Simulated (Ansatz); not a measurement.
The cluster Hf2Si. The state is a triplet with charge 0. Geometry r2SCAN-D4/def2-TZVP; atoms count from 1.

```csv
atom,x (Å),y (Å),z (Å)
Hf1,-0.348,1.435,0.006
Hf2,0.427,-0.706,-1.225
Si3,-0.078,-0.729,1.219
```

In the def2 sets Hf takes a core potential; there is no spin–orbit coupling. The structure comes from a short search, and lower isomers may exist.

**Question.** Estimate the Mulliken populations from the PBE0/def2-TZVP orbitals of Ansatz.

**Answer.** 
| atom | charge (e) | spin (α − β) | d electrons |
| --- | --- | --- | --- |
| Hf1 | 0.16 | 1.02 | 2.35 |
| Hf2 | 0.16 | 1.02 | 2.35 |
| Si3 | -0.33 | -0.05 | – |
Mulliken values depend strongly on the basis.

**Question.** Where does the spin sit?

**Answer.** Summed by element: Hf 2.05, Si -0.05, of 2 unpaired in all. Largest on single atoms: Hf1 1.02, Hf2 1.02, Si3 -0.05.

**Question.** And the Mayer bond orders between heavy atoms (over 0.3)?

**Answer.** Hf1–Hf2 2.48 (2.59 Å); Hf1–Si3 1.68 (2.49 Å); Hf2–Si3 1.68 (2.49 Å).
